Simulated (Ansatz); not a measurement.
cis-NiH2(NH3)2 (NiN2H8) was relaxed with PBE0-D4 (def2-SVP, def2-SVPD) in Ansatz in these states: charge +1 doublet, charge -1 doublet, neutral singlet, neutral triplet. The geometries follow in no particular order.

A:

```xyz
11

Ni   -0.0605   -0.0333    0.0195
H    -1.3617   -1.0908    0.2223
H    -1.5290   -0.4804    0.7244
N    -0.6939    1.2712   -1.3482
H    -1.2661    0.8414   -2.0804
H     0.0612    1.7497   -1.8468
H    -1.2739    2.0199   -0.9590
N     1.3203   -0.9302    1.1434
H     1.4718   -1.9115    0.8929
H     1.0865   -0.9407    2.1401
H     2.2454   -0.4952    1.0917
```

B:

Cartesian coordinates in Å:
```
Ni 0.3185 0.5875 -0.5002
H 1.5912 1.2962 -0.6951
H -0.1136 1.4290 -1.6250
N -1.4947 -0.2147 -0.4530
H -2.1514 0.5587 -0.3387
H -1.7629 -0.9412 0.2138
H -1.6693 -0.5832 -1.3891
N 1.1512 -0.4188 0.9924
H 1.5028 0.2798 1.6487
H 1.9812 -0.8726 0.6083
H 0.6470 -1.1207 1.5379
```

C:

```xyz
11

Ni    0.569    0.159    0.764
H     2.001    0.390    1.062
H     0.477    0.324    2.233
N    -1.382   -0.142    0.522
H    -1.536   -1.131    0.278
H    -1.760    0.392   -0.272
H    -1.952    0.072    1.343
N     0.864   -0.014   -1.196
H     1.803   -0.333   -1.447
H     0.726    0.916   -1.616
H     0.190   -0.632   -1.671
```

D:

```xyz
11

Ni   -0.647    0.668    0.464
H    -1.654    0.991   -0.765
H     0.023    0.696    1.941
N    -0.757   -1.427    0.319
H     0.013   -1.909    0.782
H    -0.841   -1.781   -0.633
H    -1.608   -1.707    0.807
N     1.133    1.036   -0.595
H     1.326    2.033   -0.498
H     1.062    0.849   -1.594
H     1.950    0.550   -0.227
```

Q: Judge from the bond lengths which geometry belongs to which state (an estimate).

A: A is the charge +1 doublet (Ni1–H3 1.689 Å, Ni1–H2 1.689 Å, Ni1–N8 1.994 Å); B is the neutral singlet (Ni1–H3 1.470 Å, Ni1–H2 1.470 Å, Ni1–N8 1.983 Å); C is the charge -1 doublet (Ni1–H3 1.480 Å, Ni1–H2 1.480 Å, Ni1–N8 1.990 Å); D is the neutral triplet (Ni1–H3 1.622 Å, Ni1–H2 1.622 Å, Ni1–N8 2.104 Å).

At PBE0-D4/def2-SVPD the highest occupied level of the relaxed charge -1 doublet lies above zero (up to 2.09 eV). By energy differences, losing it releases 0.57 eV (each at its own geometry, to the charge 0 singlet, at PBE0-D4/def2-TZVPD). At PBE0-D4/def2-TZVP a singlet lies 0.60 eV below the neutral triplet. The name describes the singlet; other states may take another shape. In the charge 1 doublet, H2 and H3 lie 0.81 Å apart (atoms count from 1), so H2 has formed as a molecule.
